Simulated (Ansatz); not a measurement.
System: C5H5Se (charge 0, doublet). It need not be the lowest isomer of its formula. 
Structure (B3LYP-D3(BJ)/def2-TZVP (Ansatz, a program for electronic structure) minimum search):
```
C
C 1 1.3942
H 2 1.0805 1 121.20
H 2 1.0805 3 117.94 1 180.00
C 1 1.3974 2 124.56 3 0.00
H 5 1.0777 1 126.20 2 0.00
C 1 1.4529 2 123.17 3 180.00
C 7 1.3457 1 116.03 2 180.00
H 8 1.0778 7 127.58 1 -180.00
H 7 1.0822 8 122.62 9 0.00
Se 5 1.8607 6 120.96 1 -180.00
```
Charge 0, spin multiplicity 2.

Basis-set convergence of Hartree-Fock and MP2 correlation energies (hartree) with Ansatz. Valence correlation only, unless marked. UHF or UKS for open shells. Spin-orbit coupling is left out. Frozen are the shells of the preceding noble gas and the d and f shells that filled before the atom's block. No relativistic terms.

The UHF reference is spin-contaminated (<S^2> 0.39 over the pure value in the largest basis). 

```csv
basis,functions,E(HF),"E(corr, MP2)"
cc-pVDZ,122,-2592.02743,-0.72396
cc-pVTZ,263,-2592.15424,-0.89651
cc-pVQZ,493,-2592.16955,-0.95887
```

Extrapolating the two largest sets (X = 3 and 4) as X^-3: E(corr) = (64·(-0.95887) - 27·(-0.89651))/37 = -1.0044 Eh, an estimate of the basis-set limit. The largest set recovers 95.5 % of it, the smallest 72.1 %.
